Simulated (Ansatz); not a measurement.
`OC1[SiH2]S1` → `C1O[SiH2]S1`  (isomerisation)

Computed with Ansatz on PBE0-D4/def2-TZVP structures; ΔE is electronic, products minus reactants. CCSD(T)/CBS adds triple-zeta CCSD(T) − MP2 to the extrapolated MP2 energy (def2 sets, frozen cores). DFT in def2-TZVPP. Each species was taken in one conformer, which may not be the lowest.

`OC1[SiH2]S1`:

Cartesian coordinates in Å:
```
O -0.476 0.770 -1.403
C 0.239 -0.092 -0.596
Si -0.330 -0.353 1.143
S 1.418 0.685 0.665
H 0.117 1.158 -2.054
H 0.758 -0.889 -1.127
H -1.510 0.409 1.602
H -0.215 -1.689 1.770
```

`C1O[SiH2]S1`:

Cartesian coordinates in Å:
```
C -0.913 0.195 0.728
O 0.134 -0.760 0.681
Si 0.906 -0.223 -0.692
S -0.600 1.273 -0.754
H -0.858 0.790 1.642
H -1.887 -0.288 0.642
H 2.299 0.230 -0.452
H 0.917 -1.217 -1.795
```

Q: Is it downhill or uphill in electronic energy at CCSD(T)/CBS, and by how much? (Best estimate.)

A: The calculation gave: Downhill: ΔE = -133.1 kJ/mol.

Q: What do these levels give: LDA (SPW92), PBE-D4, BLYP, r2SCAN0, LC-ωPBE, MP2/CBS(def2)? (An estimate is asked.)

A: The calculation gave: LDA (SPW92) -111.1, PBE-D4 -112.0, BLYP -118.5, r2SCAN0 -130.4, LC-ωPBE -135.7, MP2/CBS(def2) -134.2 kJ/mol.

Q: What do rigid-rotor, harmonic-oscillator terms from PBE0-D4/def2-TZVP frequencies (298.15 K, 1 bar) make of the CCSD(T)/CBS value? (Best estimate.)

A: The calculation gave: ΔZPE = +3.6 kJ/mol, ΔH = -130.8 kJ/mol, ΔS = -7 J/(mol·K), ΔG = -128.7 kJ/mol.

Largest T1 diagnostic among the species: 0.013.

In def2-TZVPP, CCSD(T) changes the Hartree–Fock value by +22.7 kJ/mol (the triples alone add +4.6 kJ/mol) and MP2 by +21.7 kJ/mol. From r2SCAN to r2SCAN0 (25 % exact exchange), in def2-TZVPP and without D4, ΔE moves by −6.9 kJ/mol.
